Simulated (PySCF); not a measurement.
CH6ClNO2Si, SMILES NC[Si](O)(O)Cl. Atoms are numbered in the order given.

```xyz
12

N      2.0245    -0.4077    -1.3651
C      1.0039    -1.2074    -0.6747
Si    -0.1342    -0.2113     0.4260
O      0.8376     0.5583     1.5171
O     -1.3058    -1.0502     1.2471
Cl    -1.1105     1.1970    -0.7887
H      1.5724     0.3160    -1.9263
H      2.5909     0.0908    -0.6773
H      1.4987    -1.9813    -0.0614
H      0.4071    -1.7626    -1.4194
H      0.4132     1.1085     2.1863
H     -2.1725    -1.1295     0.8320
```
Charge 0, spin multiplicity 1.

The structure is a stationary point at B3LYP-D3(BJ)/def2-SVP. The structure was generated by enumeration, and PubChem lists no compound with its InChIKey, so it may never have been made. The values are those of a single conformer.

Two levels are set side by side: PBE/pcSseg-1 (PySCF) and PBE0/pcSseg-1 (PySCF). GIAO shifts against H2O (¹⁷O), HCl (³⁵Cl), NH3 (¹⁵N), TMS (²⁹Si), TMS (¹H), TMS (¹³C) at the same level; non-relativistic, no solvent, atoms listed together averaged. Without spin–orbit terms, shifts of atoms bonded to Cl or Br come out too high at both levels. Differences are taken from unrounded values.

```tsv
quantity	PBE0
δ(¹⁵N) of N1 (ppm)	18.9
δ(¹³C) of C2 (ppm)	34.9
δ(²⁹Si) of Si3 (ppm)	-13.2
δ(³⁵Cl) of Cl6 (ppm)	51.4
```

Task: What does PBE give, and how far is it from PBE0? (An estimate is asked for; the answer gives what the named calculation found.)

Result: 
```tsv
quantity	PBE	PBE minus PBE0
δ(¹⁵N) of N1 (ppm)	26.3	7.4
δ(¹³C) of C2 (ppm)	37.8	2.8
δ(²⁹Si) of Si3 (ppm)	-15.1	-1.9
δ(³⁵Cl) of Cl6 (ppm)	67.6	16.2
```

Rough cost on one machine, each run with all the roots and properties that it gave: PBE0 against PBE within a factor of 2.
